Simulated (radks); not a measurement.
Problem. The table gives one normalised radial function P(r) = r R(r) (large component) of Cu3+ in [Ar] 3d8 (r in bohr). Method: Dirac Kohn-Sham, BLYP, spin-unpolarised, spherical densities, point nucleus; open shells are shared between the two j in proportion to 2j + 1; computed with a radial shooting solver on a logarithmic mesh with Libxc functionals.

| r | P |
|---|---|
| 0.001952 | 0.0027 |
| 0.0022 | 0.0035 |
| 0.002481 | 0.0044 |
| 0.002797 | 0.0055 |
| 0.003154 | 0.0070 |
| 0.003556 | 0.0088 |
| 0.004009 | 0.0112 |
| 0.004485 | 0.0138 |
| 0.005056 | 0.0174 |
| 0.005701 | 0.0219 |
| 0.006428 | 0.0276 |
| 0.007247 | 0.0346 |
| 0.008171 | 0.0433 |
| 0.009213 | 0.0542 |
| 0.01039 | 0.0676 |
| 0.01171 | 0.0842 |
| 0.01321 | 0.1047 |
| 0.01489 | 0.1297 |
| 0.01679 | 0.1603 |
| 0.01893 | 0.1975 |
| 0.02134 | 0.2423 |
| 0.02406 | 0.2960 |
| 0.02713 | 0.3600 |
| 0.03035 | 0.4300 |
| 0.03421 | 0.5172 |
| 0.03858 | 0.6181 |
| 0.04349 | 0.7333 |
| 0.04904 | 0.8628 |
| 0.05529 | 1.0059 |
| 0.06234 | 1.1608 |
| 0.07029 | 1.3245 |
| 0.07925 | 1.4922 |
| 0.08936 | 1.6577 |
| 0.1007 | 1.8131 |
| 0.1136 | 1.9488 |
| 0.1281 | 2.0547 |
| 0.1444 | 2.1204 |
| 0.1628 | 2.1366 |
| 0.1836 | 2.0969 |
| 0.2053 | 2.0070 |
| 0.2315 | 1.8563 |
| 0.261 | 1.6567 |
| 0.2943 | 1.4214 |
| 0.3318 | 1.1674 |
| 0.3741 | 0.9136 |
| 0.4218 | 0.6779 |
| 0.4756 | 0.4742 |
| 0.5363 | 0.3107 |
| 0.6046 | 0.1893 |
| 0.6817 | 0.1064 |
| 0.7686 | 0.0547 |
| 0.8667 | 0.0255 |
| 0.9771 | 0.0106 |
| 1.102 | 0.0039 |
| 1.242 | 0.0013 |
| 1.389 | 0.0004 |
| 1.567 | 0.0001 |
| 1.766 | 0.0000 |
| 1.991 | 0.0000 |
| 2.245 | 0.0000 |
| 2.532 | 0.0000 |
| 2.854 | 0.0000 |
| 3.218 | 0.0000 |

Which n and l does it have? It may be an empty orbital.

Solution. n = 2, l = 1: the number of nodes gives n - l - 1 = 0, the rise at small r points to l (this Dirac orbital starts as r^gamma with gamma = sqrt((l + 1)^2 - (Z/c)^2) = 1.99; the j = 3/2 orbital of l + 1 starts with the same power, but with a smaller coefficient, and then steepens), and the extent must fit the shell. The curve is that of 2p3/2; the two j differ most near the nucleus, where j = l - 1/2 has the larger amplitude, and in heavy atoms j = l - 1/2 is also the more compact. 2p3/2: eigenvalue -957.59 eV, 0 radial nodes, <r> = 0.207 bohr, 90 % of the charge inside 0.339 bohr.
